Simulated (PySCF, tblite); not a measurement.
Species: C8H11P.
Atom-mapped SMILES: `[CH3:1][CH2:2][c:3]1[cH:4][cH:5][c:6]([CH3:7])[cH:8][p:9]1` (hydrogens: H10, H11, H12 on C1; H13, H14 on C2; H15 on C4; H16 on C5; H17, H18, H19 on C7; H20 on C8)

Geometry (PBE0-D3(BJ)/def2-SVP, Å), atoms numbered from 1 in this order:
```
atom  x, y, z in Å
C1    -2.836   -0.547   -1.410
C2    -2.193    0.371   -0.374
C3    -0.687    0.265   -0.362
C4    -0.075   -0.771    0.347
C5     1.297   -1.003    0.395
C6     2.250   -0.219   -0.272
C7     3.708   -0.557   -0.127
C8     1.848    0.872   -1.043
P9     0.223    1.423   -1.298
H10   -3.933   -0.454   -1.399
H11   -2.582   -1.601   -1.218
H12   -2.481   -0.301   -2.422
H13   -2.489    1.413   -0.575
H14   -2.579    0.126    0.630
H15   -0.721   -1.452    0.914
H16    1.653   -1.848    0.992
H17    4.062   -0.336    0.893
H18    3.891   -1.627   -0.308
H19    4.328    0.020   -0.828
H20    2.632    1.455   -1.540
```

Jobs on this species (20 atoms, 74 electrons) with PySCF (density fitting) and tblite. Hardware of each: one thread, Arm Neoverse V1 (aarch64), no GPU (shared host). The host was shared with other jobs, so the times are rough.

Task: Rank these jobs by wall time, shortest first.
A. PBE0/pcSseg-1, IEF-PCM cyclohexane; shieldings, ring-centre shieldings; 215 basis functions
B. HF/pcSseg-1; shieldings, ring-centre shieldings; 215 basis functions
C. PBE0/def2-SVPD; 10 singlets by full TDDFT, 4 Tamm–Dancoff triplets, polarisability, ΔSCF ions; 272 basis functions
D. PBE0-D3(BJ)/def2-SVP, grid level 1; geometry optimisation from a GFN2-xTB start shaken at random; 185 basis functions
E. GFN2-xTB; L-BFGS relaxation
F. GFN2-xTB; Hessian by finite differences

Result: E (0.55 s), F (0.9 s), B (22 s), A (51 s), D (2.1 min), C (8.1 min).

All jobs:

```json
{"level and settings": "GFN2-xTB", "work": "L-BFGS relaxation", "basis functions": "–", "SCF cycles": "–", "wall time": "0.55 s"}
{"level and settings": "GFN2-xTB", "work": "Hessian by finite differences", "basis functions": "–", "SCF cycles": "–", "wall time": "0.9 s"}
{"level and settings": "HF/pcSseg-1", "work": "shieldings, ring-centre shieldings", "basis functions": "215", "SCF cycles": "12", "wall time": "22 s"}
{"level and settings": "PBE0/pcSseg-1, IEF-PCM chloroform", "work": "shieldings, ring-centre shieldings, charges and field gradients", "basis functions": "215", "SCF cycles": "13", "wall time": "42 s"}
{"level and settings": "PBE0/pcSseg-1", "work": "shieldings, ring-centre shieldings, charges and field gradients", "basis functions": "215", "SCF cycles": "14", "wall time": "50 s"}
{"level and settings": "PBE0/pcSseg-1, IEF-PCM cyclohexane", "work": "shieldings, ring-centre shieldings", "basis functions": "215", "SCF cycles": "14", "wall time": "51 s"}
{"level and settings": "PBE0-D3(BJ)/def2-SVP, grid level 1", "work": "geometry optimisation from a GFN2-xTB start shaken at random", "basis functions": "185", "SCF cycles": "43", "wall time": "2.1 min"}
{"level and settings": "PBE0/def2-SVPD", "work": "10 singlets by full TDDFT, 4 Tamm–Dancoff triplets, polarisability, ΔSCF ions", "basis functions": "272", "SCF cycles": "14", "wall time": "8.1 min"}
```

Task: What do all jobs in the table cost together?

Result: About 13 min; the longest takes about 62 % of that, and about 880 times as long as the shortest.
